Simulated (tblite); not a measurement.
Species: C4H6AlClO2.
Bonds: Cl1–C2, C2–C3, C3–C4 (double), C4–O5, O5–Al6, Al6–O7, O7–C8 (double), C3–C8. Hydrogens: H9, H10 on C2; H11 on C4; H12, H13 on Al6; H14 on C8.
Bond orders are those of one Lewis drawing.

Computed with GFN2-xTB (tblite), gas phase: L-BFGS steps from a force-field or distance-geometry start until the largest atomic force falls under 0.01 eV/Å.

Step 33: E = -692.6904 eV
```
atom  x, y, z in Å  |  force x, y, z in eV/Å
Cl1    -3.0440   -0.7781    0.7790    0.062   0.054  -0.022
C2     -2.1146    0.0657   -0.5131    0.053   0.010  -0.010
C3     -0.6489    0.0447   -0.2101   -0.021  -0.010   0.003
C4      0.0408    1.2158    0.1023   -0.032  -0.003   0.001
O5      1.2747    1.2731    0.3664   -0.039  -0.007  -0.024
Al6     2.5497   -0.0232    0.5058   -0.017  -0.007   0.050
O7      1.2825   -1.2757    0.0815   -0.042   0.026  -0.029
C8      0.0549   -1.1634   -0.1838   -0.028   0.012  -0.029
H9     -2.4861    1.0892   -0.5543   -0.030  -0.039   0.001
H10    -2.3538   -0.4567   -1.4401    0.038   0.007   0.030
H11    -0.5181    2.1629    0.1132    0.020  -0.013   0.014
H12     2.9126   -0.1691    1.9925    0.026  -0.012   0.014
H13     3.5517    0.0980   -0.6539   -0.016  -0.001  -0.022
H14    -0.5019   -2.0838   -0.4076    0.027  -0.016   0.022
```

Step 34: E = -692.6912 eV
```
atom  x, y, z in Å  |  force x, y, z in eV/Å
Cl1    -3.0446   -0.7644    0.7826    0.064   0.052  -0.035
C2     -2.1123    0.0663   -0.5177    0.031   0.001   0.011
C3     -0.6478    0.0438   -0.2108   -0.051  -0.035  -0.010
C4      0.0392    1.2145    0.1070   -0.027   0.016   0.006
O5      1.2725    1.2738    0.3729   -0.035  -0.001  -0.022
Al6     2.5473   -0.0220    0.5048    0.013  -0.006   0.067
O7      1.2828   -1.2737    0.0843   -0.050   0.000  -0.029
C8      0.0554   -1.1648   -0.1832   -0.016   0.020  -0.044
H9     -2.4827    1.0904   -0.5642   -0.022  -0.056  -0.017
H10    -2.3516   -0.4647   -1.4405    0.038   0.027   0.048
H11    -0.5215    2.1605    0.1223    0.018  -0.017   0.010
H12     2.9167   -0.1708    1.9898    0.026  -0.010   0.011
H13     3.5432    0.0983   -0.6598   -0.010   0.002  -0.025
H14    -0.4972   -2.0877   -0.4097    0.020   0.009   0.029
```

Step 35: E = -692.6922 eV
```
atom  x, y, z in Å  |  force x, y, z in eV/Å
Cl1    -3.0471   -0.7437    0.7866    0.056   0.039  -0.036
C2     -2.1092    0.0668   -0.5233   -0.011  -0.008   0.029
C3     -0.6473    0.0420   -0.2107   -0.064  -0.043  -0.023
C4      0.0364    1.2121    0.1142   -0.012   0.029   0.009
O5      1.2689    1.2736    0.3815   -0.017   0.002  -0.015
Al6     2.5452   -0.0209    0.5043    0.039  -0.004   0.062
O7      1.2823   -1.2717    0.0874   -0.037  -0.026  -0.025
C8      0.0555   -1.1665   -0.1834    0.004   0.022  -0.049
H9     -2.4781    1.0910   -0.5795   -0.012  -0.061  -0.036
H10    -2.3474   -0.4758   -1.4397    0.032   0.038   0.053
H11    -0.5258    2.1568    0.1355    0.005  -0.013   0.005
H12     2.9244   -0.1720    1.9861    0.026  -0.009   0.014
H13     3.5329    0.1001   -0.6682   -0.012   0.003  -0.019
H14    -0.4913   -2.0924   -0.4130    0.005   0.031   0.030
```

Problem. Estimate the geometry and energy of step 36. (The exact step hangs on the optimiser's Hessian estimate; all steps are aligned on step 35, rigid shifts and turns removed.)

Solution. E = -692.6931 eV, largest force 0.070 eV/Å
```
atom  x, y, z in Å  |  force x, y, z in eV/Å
Cl1    -3.0530   -0.7167    0.7904    0.041   0.019  -0.024
C2     -2.1062    0.0667   -0.5290   -0.052  -0.012   0.035
C3     -0.6479    0.0390   -0.2094   -0.048  -0.025  -0.028
C4      0.0325    1.2087    0.1242    0.004   0.028   0.005
O5      1.2643    1.2723    0.3920    0.006   0.001  -0.003
Al6     2.5445   -0.0201    0.5041    0.044  -0.001   0.035
O7      1.2815   -1.2706    0.0909   -0.007  -0.039  -0.019
C8      0.0555   -1.1685   -0.1846    0.021   0.018  -0.041
H9     -2.4719    1.0908   -0.6009   -0.006  -0.050  -0.048
H10    -2.3418   -0.4894   -1.4372    0.018   0.033   0.041
H11    -0.5309    2.1517    0.1523   -0.014  -0.003   0.002
H12     2.9360   -0.1717    1.9815    0.027  -0.010   0.023
H13     3.5220    0.1039   -0.6788   -0.020   0.003  -0.004
H14    -0.4853   -2.0968   -0.4177   -0.015   0.039   0.024
```

The energy changes by -0.0010 eV. The first-order estimate −F·Δx gives -0.0013 eV and the mean of the old and new forces, exact on a quadratic surface, -0.0010 eV. The step makes an angle of 83° with the force vector and moves no atom by more than 0.028 Å.

What follows is the cost of the whole relaxation. Time: 1.1 s of wall time. Hardware: one thread, Arm Neoverse N1 (aarch64) (shared host).
